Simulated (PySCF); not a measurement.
# A parent and its derivatives

The calculation used PySCF 2.14.0, density-fitted response routines, TDDFT CAM-B3LYP/def2-SVPD, vertical, gas phase, core orbitals frozen in the response. Geometries: GFN2-xTB; one conformer of each isolated species. Triplets are in the Tamm–Dancoff approximation.

Parent: `Cc1occp1`, with lowest singlet excitation energy 5.30 eV, HOMO–LUMO gap 8.13 eV, S1–T1 gap 2.13 eV, mean static polarisability 72.0 au, lowest triplet energy 3.17 eV. Its spectrum: 5.30 eV (f 0.151); 5.99 eV (f 0.010); 6.08 eV (f 0.002); 6.10 eV (f 0.009); 6.42 eV (f 0.003).

Shifts from the parent:

```
           change        SMILES  Δ S1 (eV)  Δ gap (eV)  Δ S1−T1 (eV)  Δ α (au)  Δ T1 (eV)
 H replaced by Cl  Cc1occ(Cl)p1      -0.04       -0.02         -0.05     +14.3      +0.01
H replaced by CH3   Cc1cpc(C)o1      -0.21       -0.23         -0.06     +13.2      -0.15
 H replaced by Cl  Cc1oc(Cl)cp1      -0.20       -0.24         -0.08     +15.3      -0.11
```

(1) Predict the same shifts for this change: H replaced by SiH3 (`Cc1oc([SiH3])cp1`).

Results:

(1) Δ lowest singlet excitation energy -0.12 eV, Δ HOMO–LUMO gap -0.14 eV, Δ S1–T1 gap -0.10 eV, Δ mean static polarisability +29.2 au, Δ lowest triplet energy -0.02 eV. Spectrum: 5.18 eV (f 0.166); 5.74 eV (f 0.055); 5.99 eV (f 0.009); 6.05 eV (f 0.002); 6.23 eV (f 0.007). S1 falls most with H replaced by CH3 (-0.21 eV); all changes lower it. S1 is simply the lowest singlet of each species and needn't be the same kind of state throughout. Over these 4 changes the shifts of S1 and of the HOMO–LUMO gap correlate with r = 0.99.

Lowest levels of each derivative:
- `Cc1oc([SiH3])cp1`: 5.18 eV (f 0.166); 5.74 eV (f 0.055); 5.99 eV (f 0.009)
- `Cc1occ(Cl)p1`: 5.26 eV (f 0.126); 5.69 eV (f 0.013); 6.01 eV (f 0.000)
- `Cc1cpc(C)o1`: 5.09 eV (f 0.131); 5.91 eV (f 0.000); 5.96 eV (f 0.001)
- `Cc1oc(Cl)cp1`: 5.10 eV (f 0.141); 5.84 eV (f 0.000); 5.88 eV (f 0.034)
